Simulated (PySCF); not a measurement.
**Working out the ionisation energy of Xe(2+)**

Xe(2+) [Kr] 4d10 5s2 5p4 (3P) → Xe(3+) [Kr] 4d10 5s2 5p3 (4S). All numbers are calculated (PySCF 2.14, scalar relativity through the core potential, in aug-cc-pVTZ-PP with ECP28MDF (6s5p4d2f, 55 functions)). Frozen: 4s2 4p6 4d10. Energies in hartree (1 hartree = 27.21139 eV):

| part | Xe(2+) (lower) | Xe(3+) (upper) |
| --- | --- | --- |
| UHF | -327.139535 | -326.060345 |
| CCSD correlation | -0.109610 | -0.081454 |
| (T) | -0.002746 | -0.001945 |

What does Hartree-Fock give?

(-326.060345) − (-327.139535) = 1.079190 hartree = 29.366 eV.

What do CCSD and CCSD(T) give?

The CCSD correlation energies differ by 0.028156 hartree = 0.766 eV and the triples by 0.000801 hartree = 0.022 eV, so CCSD gives 30.132 eV and CCSD(T) 30.154 eV.

Reference: 31.05 ± 0.04 eV (semi-empirical (NIST evaluation); NIST Atomic Spectra Database, ionization energies), between the lowest levels; spin-orbit coupling is absent from the calculation.

What remains against the reference includes basis incompleteness, the frozen core and higher excitations.
